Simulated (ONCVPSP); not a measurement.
# Ru: variants of one ONCV potential

Base potential:

| Property | Result |
| --- | --- |
| Element | ruthenium |
| Generator | ONCVPSP 4.0.1 |
| Type | optimised norm-conserving Vanderbilt (ONCV) |
| Functional | LDA (Perdew-Zunger) |
| Relativity | scalar-relativistic |
| Frozen core | [Ar] 3d10 |
| Valence charge | 16 |
| Reference configuration | 4s2 4p6 4d7 (charge +1) |
| Partial waves | 4s: rc 1.20 bohr, ncon 4, nbas 8, qcut 7 1/bohr, 3 projectors, debl 3.4 Ha; 4p: rc 1.60 bohr, ncon 4, nbas 9, qcut 9.7 1/bohr, 2 projectors, debl 3.8 Ha; 4d: rc 1.40 bohr, ncon 3, nbas 7, qcut 6.5 1/bohr, 2 projectors, debl 0.4 Ha |
| Local potential | polynomial inside 1.10 bohr (lpopt 5, dvloc0 0 Ha) |
| Core correction | Teter function fitted to the true core (icmod 2), fcfact 0.45 |

In the d channel the program set the typed energies aside and used -0.470, 0.250 Ha.

Cutoffs, loose and tight: the cutoffs (Ha) at which the residual kinetic energy of the hardest occupied pseudo-wave falls to 1 and 0.1 mHa per electron. They do not see the model core or the augmentation charge, which bear on the density cutoff. Test errors are all-electron minus pseudo excitation energies from the reference, over the configurations 4s2 4p6 4d7 5s1; 4s2 4p6 4d6; 4s2 4p6 4d5; 4s2 4p6 4d7 5p1. A dash means not determined; rows that change the core or the reference have their own tests.

```tsv
change	outcome	cutoff, loose	cutoff, tight	bound ghosts	GHOST(+) flags above zero	largest test error (meV)
base	generated, projector energies reset by the program	50 Ha	117 Ha	none	s, d	-2.6
s: qcut 5.3	generated, projector energies reset by the program	115 Ha	135 Ha	none	s, d	-2.6
s: qcut 8.1	generated, projector energies reset by the program	30 Ha	90 Ha	none	s, d	-2.6
s: qcut 9.4	failed: ERROR pspot: first pseudo wave function has node, program will stop	–	–	–	–	–
s: qcut 10.3	failed: ERROR pspot: first pseudo wave function has node, program will stop	–	–	–	–	–
```

**Question.** What comes out with this change to the base: s: qcut 7.1?

**Answer.** outcome: generated, projector energies reset by the program; cutoff, loose: 41 Ha; cutoff, tight: 116 Ha; bound ghosts: none; GHOST(+) flags above zero: s, d; largest test error (meV): -2.6.

**Question.** What comes out with this change to the base: s: qcut 6.6?

**Answer.** outcome: generated, projector energies reset by the program; cutoff, loose: 88 Ha; cutoff, tight: 122 Ha; bound ghosts: none; GHOST(+) flags above zero: s, d; largest test error (meV): -2.6.

**Question.** What comes out with this change to the base: s: qcut 4.2?

**Answer.** outcome: generated, projector energies reset by the program; cutoff, loose: 121 Ha; cutoff, tight: 160 Ha; bound ghosts: none; GHOST(+) flags above zero: s, d; largest test error (meV): -2.6.

Reading the sweep of the qcut of the s channel (base included, trends over the rows without a ghost): The loose cutoff falls from 121 Ha at 4.2 to 30 Ha at 8.1 1/bohr. The median size of the test errors (rows with all tests solved) stays near 1.3 meV. The generation fails at 9.4, 10.3 1/bohr.
